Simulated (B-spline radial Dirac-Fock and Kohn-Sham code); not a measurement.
Core and valence levels of O²⁺

System: O²⁺, configuration [He] 2s2 2p2, inside a Watson sphere of charge -2 and radius 2.7 Å (a model of the Madelung potential; inside it an electron's potential energy is raised by 10.7 eV); nuclear rms radius 2.6991 fm (A = 16).

The computed values come from a B-spline atomic structure program: Dirac-Fock energy differences between relaxed states, corrected for Breit and QED terms. No correlation. Energies are counted from the vacuum level.

All terms are in eV, carry their sign (relaxation lowers the binding energy) and add up to the binding energy; ⟨r⟩ is the mean radius of the orbital in the initial state.

```csv
subshell,−ε (Koopmans),relaxation,Breit,QED,binding energy,⟨r⟩ (bohr)
1s,595.9,-10.66,-0.17,-0.05,585.0,0.198
2s,57.01,-1.07,-0.01,0.00,55.93,1.032
2p,43.60,-1.11,-0.01,0.00,42.49,0.992
```

For the deepest level, K (1s), the Breit terms make up -0.028 % of the binding energy, QED -0.009 % and orbital relaxation -1.822 %.
